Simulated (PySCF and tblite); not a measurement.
Values are calculated unless marked as measured or tabulated.
## Dynamics report: ring inversion

System: C8H9B, numbered as in [BH2:1][C:2]1=[CH:3][CH:4]=[CH:5][CH:6]=[CH:7][C:8]1=[CH2:9].

Motion: inversion of the 7-membered ring (2–3–4–5–6–7–8). Level: PBE0/pcSseg-1 + D3(BJ), IEF-PCM water on GFN2-xTB stationary points, with GFN2-xTB thermal terms. Rate constants are transition-state-theory values, counting equivalent paths, without tunnelling. (PySCF 2.14 with density fitting, tblite 0.8.)

```csv
point,symmetry,E(GFN2) kcal/mol,E(DFT) kcal/mol,ZPE change kcal/mol,lowest mode cm⁻¹,dipole D
start,C1,0.0,0.0,0.00,64,2.74
saddle,C1,4.3,4.8,0.15,92i,2.01
end,C1,0.0,0.0,0.00,64,2.74
```

```
Electronic barrier                                      : 4.8 kcal/mol
Barrier with zero-point energy                          : 5.0 kcal/mol
ΔH‡ (298 K)                                             : 4.5 kcal/mol
ΔS‡ (298 K, symmetry apart)                             : -3.2 cal/(mol K)
Paths                                                   : 2 equivalent paths
End point                                               : the same structure with atoms interchanged, or its mirror image
Mean lifetime of the start against this motion at 298 K : 720 ps
Cost                                                    : 110 s on 1 thread of Arm Neoverse N1, on a host shared with other jobs (rough), peak memory 1.1 GiB, launched as `OMP_NUM_THREADS=1 python ens_run.py task.json out`
```

```csv
T/K,ΔG‡ kcal/mol,k s⁻¹
200,5.2,1.9×10⁷
250,5.3,2.5×10⁸
298,5.4,1.4×10⁹
350,5.5,5.2×10⁹
400,5.7,1.3×10¹⁰
```

ΔG and ΔG‡ leave out symmetry numbers and mirror images; rates count paths: 2 out.
